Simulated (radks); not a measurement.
The numbers below are computed, except where a source is named.
The table gives one normalised radial function P(r) = r R(r) of Eu25+ in [Kr] 4d2 (r in bohr). Code: a radial shooting solver on a logarithmic mesh with Libxc functionals. Model: scalar-relativistic Kohn-Sham, PBEsol, spin-polarised, spherical densities, finite nucleus; open shells are filled with parallel spins first (spin-orbit coupling, left out, can overturn this in heavy ions); Fermi nuclear charge, rms radius 5.1115 fm.

r           P
0.001021   0.1138
0.001463   0.1520
0.002114   0.2012
0.003055   0.2607
0.004413   0.3267
0.006377   0.3890
0.009213   0.4256
0.01331    0.3996
0.01908    0.2672
0.02757   -0.0111
0.03983   -0.3910
0.05755   -0.6693
0.08315   -0.5023
0.1201     0.2502
0.1736     0.9722
0.2488     0.5692
0.3595    -0.9168
0.5194    -1.6642
0.7504    -0.9215
1.084     -0.1727
1.567     -0.0081

Which n and l does it have? It may be an empty orbital.

Answer. n = 4, l = 0: the number of nodes gives n - l - 1 = 3, the rise at small r (about r^(l+1), flatter next to the nucleus through relativity) gives l, and the extent must fit the shell. The curve is that of 4s up; the table hardly tells the two spins apart. 4s up: eigenvalue -1045.1 eV, 3 radial nodes at r = 0.0272, 0.108, 0.290 bohr, <r> = 0.523 bohr, 90 % of the charge inside 0.741 bohr.
